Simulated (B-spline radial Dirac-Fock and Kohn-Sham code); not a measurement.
Magnetic form factor of the 4f shell of Re²⁷⁺

System: the Re²⁷⁺ ion, configuration 1s2 2s2 2p6 3s2 3p6 3d10 4s2 4p6 4d10 4f2.

These are calculated numbers from an atomic code on a B-spline grid; the model is configuration-average Dirac-Fock orbitals. ⟨j_K⟩ is the integral of the 4f radial density with the spherical Bessel function j_K(4πsr), s = sin θ/λ.

Hund's rules give S = 1, L = 5, J = 4 for 4f2, so g = 0.800, and the dipole approximation is F = ⟨j0⟩ + C₂⟨j2⟩ with C₂ = (2 − g)/g = 1.500.

| s (Å⁻¹) | ⟨j0⟩ | ⟨j2⟩ | ⟨j4⟩ | ⟨j6⟩ | F (dipole) |
| --- | --- | --- | --- | --- | --- |
| 0 | 1.0000 | 0.0000 | 0.0000 | 0.0000 | 1.0000 |
| 0.05 | 0.9960 | 0.0016 | 0.0000 | 0.0000 | 0.9984 |
| 0.1 | 0.9843 | 0.0063 | 0.0000 | 0.0000 | 0.9937 |
| 0.15 | 0.9649 | 0.0139 | 0.0001 | 0.0000 | 0.9858 |
| 0.2 | 0.9385 | 0.0243 | 0.0002 | 0.0000 | 0.9749 |
| 0.25 | 0.9055 | 0.0370 | 0.0006 | 0.0000 | 0.9610 |
| 0.3 | 0.8668 | 0.0517 | 0.0012 | 0.0000 | 0.9443 |
| 0.35 | 0.8230 | 0.0679 | 0.0021 | 0.0000 | 0.9249 |
| 0.4 | 0.7752 | 0.0852 | 0.0034 | 0.0001 | 0.9030 |
| 0.45 | 0.7242 | 0.1030 | 0.0052 | 0.0002 | 0.8787 |
| 0.5 | 0.6710 | 0.1209 | 0.0076 | 0.0003 | 0.8523 |
| 0.6 | 0.5615 | 0.1550 | 0.0141 | 0.0008 | 0.7940 |
| 0.7 | 0.4535 | 0.1845 | 0.0229 | 0.0018 | 0.7302 |
| 0.8 | 0.3523 | 0.2071 | 0.0339 | 0.0035 | 0.6629 |
| 0.9 | 0.2618 | 0.2216 | 0.0465 | 0.0060 | 0.5942 |
| 1 | 0.1842 | 0.2280 | 0.0597 | 0.0094 | 0.5262 |
| 1.1 | 0.1202 | 0.2268 | 0.0728 | 0.0139 | 0.4604 |
| 1.2 | 0.0695 | 0.2192 | 0.0850 | 0.0192 | 0.3982 |
| 1.4 | 0.0028 | 0.1904 | 0.1041 | 0.0316 | 0.2884 |
| 1.6 | -0.0289 | 0.1531 | 0.1142 | 0.0447 | 0.2007 |

Radial moments of the shell: ⟨r²⟩ = 0.2152, ⟨r⁴⟩ = 0.07562, ⟨r⁶⟩ = 0.03956 in powers of bohr.
